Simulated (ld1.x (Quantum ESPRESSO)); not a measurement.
## What one change does to a pseudopotential (chlorine, ultrasoft)

chlorine, ultrasoft, made with ld1.x (Quantum ESPRESSO) 7.5 (LDA (PZ), scalar-relativistic). Core [Ne], reference 3s1 3p6. Waves: 3s (bound): rcut 1.10, rcutus 1.45 bohr; 3s channel at -0.55 Ry: rcut 1.10, rcutus 1.45 bohr; 3p (bound): rcut 0.95, rcutus 1.10 bohr; 3p channel at 1.25 Ry: rcut 0.95, rcutus 1.10 bohr. Local part: all-electron potential smoothed inside 1.05 bohr (lloc = -1). Core correction: none. Augmentation charge: PSQ, inside the norm-conserving radii.

Change: non-relativistic.

Cutoffs: the cutoffs (Ry, on a coarse ladder) from which the occupation-weighted sum of valence levels, in a spherical-Bessel basis at the reference potential, stays within 10 and 1 mRy of its value at 400 Ry; they do not see the model core or the augmentation charge, which bear on the density cutoff. Errors are all-electron minus pseudo energies relative to the spin-unpolarised reference configuration.

Question: What does the change do?

Answer: The potential gets softer (35 Ry and 70 Ry → 35 Ry and 60 Ry); of the 9 tests that both files solve, the error grows in 1 and shrinks in 0 by more than 15 % and 0.3 meV (median size 13.8 → 15.9 meV); neither file shows a bound ghost.

```csv
quantity,base,changed
"cutoff, loose",35 Ry,35 Ry
"cutoff, tight",70 Ry,60 Ry
loose cutoff by channel (10 mRy a level),"s 8 Ry, p 15 Ry","s 6 Ry, p 15 Ry"
bound ghosts,none,none
"error for 3s2 3p5, meV [ΔE -12.05 → -11.87 eV]",+6.6,+5.9
"error for 3s2 3p4, meV [ΔE 1.92 → 2.12 eV]",+6.7,+7.0
"error for 3s2 3p3, meV [ΔE 27.45 → 27.66 eV]",+14,+16
"error for 3s2 3p4.5, meV [ΔE -6.41 → -6.22 eV]",+6.4,+6.1
"error for 3s1 3p5, meV [ΔE 14.52 eV]",+0.5,+1.6
"error for 3s2 3p1, meV [ΔE 118.22 → 118.43 eV]",+140,+147
"error for 3s2 3p2, meV [ΔE 65.85 → 66.06 eV]",+45,+50
"error for 3s1 3p6 (spin-polarised), meV [ΔE -0.27 eV]",+42,+42
"error for 3s2 3p5 (spin-polarised), meV [ΔE -12.23 → -12.05 eV]",+29,+28
s: phases at 1.60 bohr within 0.05 rad from the reference energy up to (Ry; the scan ends near 5),to the end of the scan,to the end of the scan
p: phases at 1.60 bohr within 0.05 rad from the reference energy up to (Ry; the scan ends near 5),2.5,2.6
lowest overlap eigenvalue by channel,"s 0.38, p 0.75","s 0.38, p 0.75"
```
